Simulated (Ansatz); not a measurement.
A structure relaxed at PBE0-D4/def2-SVPD in Ansatz, charge -1, singlet:

```xyz
7

In    0.0321   -1.7101    0.0967
Si   -2.1015    0.7991   -0.3874
Si    0.4195    1.6111   -2.1185
Si   -0.8669   -0.3885   -2.0389
Si    1.3449   -1.8700    2.2832
Si    0.1123    1.2268    0.0867
Si    1.0597    0.3316    2.0783
```

Q: Give its formula.

A: InSi6⁻.

Q: Summarise the bond lengths by kind (pairs closer than 1.2 times the sum of covalent radii, bridged metal pairs left out).

A: 6 × Si–Si 2.23 to 2.38 Å; 4 × In–Si 2.56 to 3.03 Å.

In the def2 sets In takes a core potential; there is no spin–orbit coupling. The restricted singlet is unstable towards broken spin symmetry in Hartree–Fock (as tested in another run); at PBE0-D4/def2-SVPD this wasn't settled. Another isomer (singlet) lies 1.19 eV lower at PBE0-D4/def2-TZVPD; other spin states weren't run for this one.
